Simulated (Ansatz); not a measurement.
LiSn₁₉H₂₈. Total charge 0; doublet. Geometry PBE-D4/def2-SVP; atoms count from 1.

```xyz
48

Li    0.205    2.741   -1.447
Sn   -0.600   -3.333    0.558
Sn   -1.964    2.624    4.612
Sn   -0.901   -4.160   -3.961
Sn   -2.477    2.054    0.018
Sn    3.255   -3.824   -1.946
Sn    1.181    0.540    1.977
Sn    0.586   -0.215   -2.284
Sn    0.251    5.334    1.681
Sn   -2.039   -4.721   -1.444
Sn    2.067   -4.310    0.566
Sn    1.780   -5.025   -4.028
Sn   -3.792    2.129    2.525
Sn    0.203    0.821    4.610
Sn   -0.839   -0.435    0.195
Sn   -0.901    5.205    4.248
Sn   -0.893   -1.376   -4.390
Sn   -1.632    4.814   -0.380
Sn    3.286   -1.032   -2.327
Sn    1.976    3.136    1.164
H    -1.312   -3.779    2.095
H    -2.769    2.587    6.158
H    -1.790   -4.940   -5.242
H    -3.776    1.804   -1.136
H     4.891   -4.427   -1.986
H     2.652   -0.401    2.019
H     0.630    1.524   -2.765
H     1.148    6.809    1.425
H    -2.027   -6.444   -1.191
H    -3.707   -4.222   -1.456
H     2.140   -6.012    0.933
H     3.007   -3.490    1.779
H     1.858   -6.755   -3.874
H     2.497   -4.623   -5.561
H    -4.557    0.594    2.821
H    -5.041    3.340    2.595
H    -0.312   -0.720    5.229
H     1.432    1.415    5.689
H    -2.124    6.437    4.339
H     0.312    5.601    5.428
H    -2.505   -0.727   -4.353
H    -0.210   -0.974   -5.937
H    -2.484    6.162   -1.105
H    -0.422    4.510   -1.694
H     4.127   -0.235   -1.030
H     4.061   -0.564   -3.811
H     3.669    3.520    1.315
H     1.858    3.043   -0.626
```

In the def2 sets Sn takes a core potential; there is no spin–orbit coupling. Single mean-field runs in def2-SVP are fitted with def2-universal-jkfit.

(1) Estimate the Mulliken populations of the heavy atoms from the PBE0/def2-SVP orbitals of Ansatz.

(2) Where does the spin sit?

(3) And the Mayer bond orders between heavy atoms (over 0.3)?

Answers

(1) 
| atom | charge (e) | spin (α − β) |
| --- | --- | --- |
| Li1 | 0.30 | 0.05 |
| Sn2 | 0.01 | 0.22 |
| Sn3 | 0.00 | 0.00 |
| Sn4 | -0.01 | 0.00 |
| Sn5 | -0.05 | 0.19 |
| Sn6 | 0.00 | 0.00 |
| Sn7 | 0.00 | 0.00 |
| Sn8 | -0.02 | -0.01 |
| Sn9 | 0.03 | 0.02 |
| Sn10 | 0.15 | 0.01 |
| Sn11 | 0.14 | 0.06 |
| Sn12 | 0.14 | 0.00 |
| Sn13 | 0.15 | 0.00 |
| Sn14 | 0.16 | 0.00 |
| Sn15 | -0.06 | 0.18 |
| Sn16 | 0.15 | 0.00 |
| Sn17 | 0.18 | 0.00 |
| Sn18 | 0.13 | 0.16 |
| Sn19 | 0.18 | 0.00 |
| Sn20 | 0.16 | 0.00 |
Mulliken values depend strongly on the basis.

(2) Summed by element: Li 0.05, Sn 0.83, H 0.12, of 1 unpaired in all. Largest on single atoms: Sn2 0.22, Sn5 0.19, Sn15 0.18.

(3) Sn2–Sn10 0.86 (2.83 Å); Sn2–Sn11 0.84 (2.84 Å); Sn2–Sn15 0.69 (2.93 Å); Sn3–Sn13 0.87 (2.82 Å); Sn3–Sn14 0.87 (2.82 Å); Sn3–Sn16 0.87 (2.82 Å); Sn4–Sn10 0.87 (2.82 Å); Sn4–Sn12 0.87 (2.82 Å); Sn4–Sn17 0.87 (2.82 Å); Sn5–Sn13 0.86 (2.83 Å); Sn5–Sn15 0.55 (2.98 Å); Sn5–Sn18 0.67 (2.91 Å); Sn6–Sn11 0.87 (2.82 Å); Sn6–Sn12 0.87 (2.82 Å); Sn6–Sn19 0.87 (2.82 Å); Sn7–Sn14 0.87 (2.82 Å); Sn7–Sn15 0.83 (2.86 Å); Sn7–Sn20 0.84 (2.83 Å); Sn8–Sn15 0.81 (2.87 Å); Sn8–Sn17 0.87 (2.82 Å); Sn8–Sn19 0.86 (2.82 Å); Sn9–Sn16 0.86 (2.82 Å); Sn9–Sn18 0.84 (2.84 Å); Sn9–Sn20 0.85 (2.84 Å).
